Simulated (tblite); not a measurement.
Isomers of C7H6ClF. All values are computed: GFN2-xTB (tblite) harmonic vibrations without scaling, gas phase. The method is semi-empirical: single wavenumbers can be off by several per cent or more. One conformer each.

Electronic energies: GFN2-xTB at the same geometries; isomer energies are rough at this level and their order can be wrong.

```
                                      SMILES  electronic energy, lowest = 0 (kJ/mol)
                              Cc1ccc(F)cc1Cl                                     0.0
                           FC1=CC=CC=C(Cl)C1                                   127.7
F[C@]12C[C@]3(Cl)[C@@H]4[C@H]1[C@H]2[C@@H]43                                   176.6
```

Question: How do GFN2-xTB zero-point energies change the relative energies?

Answer: 
```csv
SMILES,ZPE (kJ/mol),of it from modes above 1550 cm⁻¹,electronic (kJ/mol),"with ZPE, lowest = 0 (kJ/mol)",lowest mode (cm⁻¹),rings
Cc1ccc(F)cc1Cl,281.9,129.2,0.0,0.0,110,1
FC1=CC=CC=C(Cl)C1,281.6,138.5,127.7,127.3,87,1
F[C@]12C[C@]3(Cl)[C@@H]4[C@H]1[C@H]2[C@@H]43,286.5,110.8,176.6,181.1,187,5
```

The zero-point energies span 4.9 kJ/mol, from `FC1=CC=CC=C(Cl)C1` to `F[C@]12C[C@]3(Cl)[C@@H]4[C@H]1[C@H]2[C@@H]43`. The order is unchanged.

Question: What do entropy and thermal enthalpy add at 298.15 K and 1 bar (rigid rotor, harmonic oscillator, one conformer each)?

Answer: 
| SMILES | point group | symmetry number | S (J/(mol K)) | H − H(0) (kJ/mol) | ZPE + H − H(0) − TS (kJ/mol) |
| --- | --- | --- | --- | --- | --- |
| Cc1ccc(F)cc1Cl | Cs | 1 | 376.1 | 24.31 | 194.1 |
| FC1=CC=CC=C(Cl)C1 | C1 | 1 | 370.7 | 23.45 | 194.5 |
| F[C@]12C[C@]3(Cl)[C@@H]4[C@H]1[C@H]2[C@@H]43 | Cs | 1 | 343.5 | 20.02 | 204.1 |
